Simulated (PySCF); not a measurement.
Electron correlation in Br+ (bromine, charge +1)

[Ar] 3d10 4s2 4p4, high-spin 3P determinant. All numbers are calculated (PySCF 2.14, the spin-free X2C one-electron Hamiltonian (Gaussian nucleus), in cc-pVDZ-DK). Frozen: [Ar] 3d10; 6 electrons correlated.

MP2 pair energies summed by pair of shells (mhartree):

```csv
pair,energy,share (%)
4p-4p,-34.87,48.6
4s-4p,-31.25,43.6
4s-4s,-5.55,7.7
```

Total MP2 correlation energy: -71.67 mhartree.

Same-spin part -17.85 and opposite-spin part -53.82 mhartree; SCS-MP2 scales them by 1/3 and 6/5 to -70.54 mhartree.

```csv
level,correlation energy (mhartree)
CCSD,-86.98
(T),-0.78
CCSD(T),-87.76
```

Diagnostics: T1 = 0.0059, D1 = 0.0190, largest double amplitude 0.052.

Cost of the coupled-cluster step: 0.09 s of wall time on 1 thread of AMD EPYC 7R13 Processor (shared host), for 6 correlated electrons.

Iterations:

```
CC2 = 0
CCSD nocc = (np.int64(4), np.int64(2)), nmo = (13, 13)
frozen orbitals [[0, 1, 2, 3, 4, 5, 6, 7, 8, 9, 10, 11, 12, 13], [0, 1, 2, 3, 4, 5, 6, 7, 8, 9, 10, 11, 12, 13]]
max_cycle = 100
direct = 0
conv_tol = 1e-08
conv_tol_normt = 1e-06
diis_space = 8
diis_start_cycle = 0
Init t2, MP2 energy = -0.0716727117586089
Init E_corr(UCCSD) = -0.0716727117611127
cycle = 1  E_corr(UCCSD) = -0.0835973211187079  dE = -0.0119246094  norm(t1,t2) = 0.0340315
cycle = 2  E_corr(UCCSD) = -0.0860123613701035  dE = -0.00241504025  norm(t1,t2) = 0.0102229
cycle = 3  E_corr(UCCSD) = -0.0869959160201945  dE = -0.00098355465  norm(t1,t2) = 0.00369719
cycle = 4  E_corr(UCCSD) = -0.0869791570588892  dE = 1.67589613e-05  norm(t1,t2) = 0.000372581
cycle = 5  E_corr(UCCSD) = -0.0869825671330908  dE = -3.4100742e-06  norm(t1,t2) = 7.9384e-05
cycle = 6  E_corr(UCCSD) = -0.0869821053685495  dE = 4.61764541e-07  norm(t1,t2) = 1.54545e-05
cycle = 7  E_corr(UCCSD) = -0.0869822231179469  dE = -1.17749397e-07  norm(t1,t2) = 2.47401e-06
cycle = 8  E_corr(UCCSD) = -0.0869821846069667  dE = 3.85109802e-08  norm(t1,t2) = 3.28531e-07
cycle = 9  E_corr(UCCSD) = -0.0869821895507599  dE = -4.94379317e-09  norm(t1,t2) = 5.15055e-08
UCCSD converged
E(UCCSD) = -2603.990013904196  E_corr = -0.08698218955075991
UCCSD(T) correction = -0.00077896575757805
```
